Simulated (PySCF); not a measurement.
# Two-component Hartree-Fock for Ti⁻ (titanium, charge -1)

Start: [Ar] 3d3 4s2; 3d3/2 filled at m_j = -1/2, +1/2, +3/2. Calculated with PySCF 2.14 in x2c-TZVPall-2c with one added diffuse shell each of s, p, d type (7s8p5d1f, 63 functions): generalised Hartree-Fock with the X2C-1e Hamiltonian and a Gaussian nucleus; one run each with spin-orbit coupling (SO) switched off, then screened by Boettger's factors.

| spinor shell | electrons | ε, spin-free (eV) | ε, screened SO (eV) | weight of nominal j (screened SO) | rms radius, screened SO (bohr) |
| --- | --- | --- | --- | --- | --- |
| 1s1/2 | 2 | -5037.5 | -5037.5 | 1.000 | 0.0804 |
| 2s1/2 | 2 | -610.90 | -610.89 | 1.000 | 0.350 |
| 2p1/2 | 2 | -506.30 | -510.30 | 1.000 | 0.318 |
| 2p3/2 | 4 | -506.30 | -504.33 | 1.000 | 0.321 |
| 3s1/2 | 2 | -97.601 | -97.598 | 1.000 | 1.05 |
| 3p1/2 | 2 | -66.178 | -66.715 | 0.993 | 1.12 |
| 3p3/2 | 4 | -66.178 | -65.911 | 0.996 | 1.13 |
| 4s1/2 | 2 | -11.716 | -11.715 | 1.000 | 3.08 |
| 3d3/2 | 3 | 0.404 | 0.404 | 0.601 | 8.45 |

```tsv
quantity	spin-free	screened SO
E (hartree)	-851.82925	-851.83576
M_J	3/2	3/2
⟨J²⟩	6.752	6.744
⟨L²⟩	12.001	12.002
⟨S²⟩	3.751	3.751
```

At GHF the highest occupied level has a positive energy, so only the finite basis holds that electron. The determinant has a definite M_J but mixes levels of different J.

Rows whose weight is well below 1 are mixtures of j = l ± 1/2: exchange outweighs spin-orbit coupling there, and the label is only the starting occupation.

Without spin-orbit coupling the j labels of p, d and f shells carry no meaning; the spin-free column gives the mean over the occupied spinors of each nl shell, and its ⟨J²⟩ belongs to a mixture of degenerate components.
